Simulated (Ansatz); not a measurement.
Mulliken charges of ClF$_{3}$OW, SMILES `[O]=[W]([F])([F])([F])[Cl]` from ωB97M-V/def2-TZVPP in Ansatz (PBE0-D4/def2-TZVP geometry).

```tsv
atom	x (Å)	y (Å)	z (Å)	charge (e)
O1	-0.310	-1.609	0.574	-0.288
W2	0.027	-0.088	-0.025	1.267
F3	1.564	0.388	0.889	-0.268
F4	-1.293	0.159	-1.299	-0.268
F5	1.156	-0.290	-1.479	-0.272
Cl6	-1.102	1.376	1.294	-0.171
```

Question: By hand: the dipole of these point charges (1 e Å = 4.8032 D).

Answer: Σ q r = (-0.075, 0.049, 0.094) e Å, of length 0.130 e Å = 0.62 D.

Question: How does the dipole of the full density compare? (Estimate.)

Answer: The calculation gave: (-0.037, 0.132, 0.035) e Å, 0.68 D; the point charges give 0.91 times that, at 47° from its direction.

Point charges leave out the atoms' own dipoles, such as those of lone pairs, and Mulliken's split depends on the basis, so the two needn't agree.
